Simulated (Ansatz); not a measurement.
A run for Ansatz (a quantum-chemistry and plane-wave program): U-r2SCAN/def2-TZVPP on CH3I (SMILES CI), a point of a bond scan (R = 4.960 Å). Elements past Kr take the def2 small-core potentials; no spin–orbit coupling.

Ansatz 0.2 input:
```yaml
crystal:
  periodic: [false, false, false]
  atoms:
    - {symbol: C, position_ang: [-1.82691210, -0.03626331, -0.04107960]}
    - {symbol: I, position_ang: [3.13069077, 0.06214267, 0.07039611]}
    - {symbol: H, position_ang: [-2.12027408, -0.84393433, -0.70159404]}
    - {symbol: H, position_ang: [-2.17053472, -0.20812832, 0.97235959]}
    - {symbol: H, position_ang: [-2.16179137, 0.92398171, -0.41585748]}
basis:
  gaussian:
    orbitals: def2-TZVPP
hamiltonian:
  xc: {name: r2SCAN}
magnetization: {spin_polarized: true, initial_magnetization: 0}
```

The head of its log:

```
WARN ansatz: RAYON_NUM_THREADS=1 ignored (pool sized by the plan → 1); use --threads N
Functional definition: r2SCAN
integrals: 0.03 GiB planned
724 factors; their error is unknown
mean field: 0.35 GiB planned
mean field evaluation 1: about -9165.6301 eV, gradient 4.8e1 eV
mean field evaluation 2: about -8914.8539 eV, gradient 8.9e1 eV
```

### Question
Give the final energy of this run.

### Answer
-337.6167 hartree. Its determinant has ⟨S²⟩ = 0.99, a mixture of spin states.
